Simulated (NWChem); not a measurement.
C2H3Br; SMILES C(Br)=C

Results from NWChem. Medium grid unless said otherwise, to which SCAN and Minnesota functionals are sensitive. All runs use the structure optimised with B3LYP/6-31G* (spherical d). Total energies of different functionals are on different scales.

```csv
level,energy (Ha),highest occupied level (eV),orbital gap (eV),dipole (D)
B3LYP/def2-SVP,-2651.8015,-7.06,6.72,1.35
PBE/def2-SVP,-2651.2784,-6.16,4.98,1.28
B3PW91/def2-SVP,-2651.7563,?,6.75,1.43
"LDA (Slater exchange, PW92)/def2-SVP",-2647.4679,-6.29,4.91,1.30
Hartree-Fock/def2-SVP,-2649.4939,-9.93,13.75,1.74
TPSS/def2-SVP,-2651.7027,-6.24,5.23,1.40
M06/def2-SVP,-2651.6082,-7.42,7.22,1.37
```

**Question.** Fill in the missing entries.

**Answer.** 
- B3PW91/def2-SVP, highest occupied level (eV): -7.18
